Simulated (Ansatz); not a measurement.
Isolated molecules relaxed with PBE0-D4/def2-TZVP in Ansatz; ΔE leaves out vibrations. CCSD(T)/CBS is the MP2 limit (def2-TZVPP, def2-QZVPP) plus CCSD(T) − MP2 in def2-TZVPP, frozen cores. This one scheme is used for every species. DFT in def2-TZVPP. B3LYP here is the variant with VWN-RPA as its local correlation; programs differ in this. One conformer a species, not always the lowest.

Consider the silylene formation by 1,1-elimination: `O[SiH2][SiH]([SiH3])S` → `O[SiH2][SiH3]` + `[SiH]S`.

(1) Is it downhill or uphill in electronic energy at CCSD(T)/CBS, and by how much? (Best estimate.)

(2) What do these levels give: B3LYP-D4, ωB97X-V, B2PLYP, PBE, PBE0, B3LYP, HF/def2-TZVPP, CCSD/def2-TZVPP, MP2/def2-QZVPP, HF/CBS(def2), MP2/CBS(def2), CCSD/CBS(def2)? (An estimate is asked.)

Largest T1 diagnostic among the species: 0.016.

Results:

(1) Ansatz gave: Uphill: ΔE = +173.6 kJ/mol.

(2) The calculation gave: B3LYP-D4 166.5, ωB97X-V 184.4, B2PLYP 158.6, PBE 162.5, PBE0 175.4, B3LYP 144.2, HF/def2-TZVPP 148.9, CCSD/def2-TZVPP 163.7, MP2/def2-QZVPP 185.1, HF/CBS(def2) 148.2, MP2/CBS(def2) 188.2, CCSD/CBS(def2) 170.4 kJ/mol.

The D4 term adds +22.3 kJ/mol with B3LYP and +12.6 kJ/mol with PBE0; it sums over pairs of atoms, weighted by their polarisabilities, and B3LYP, whose exchange is more repulsive, gets the larger term. From PBE to PBE0 (25 % exact exchange), in def2-TZVPP and without D4, ΔE moves by +12.9 kJ/mol.
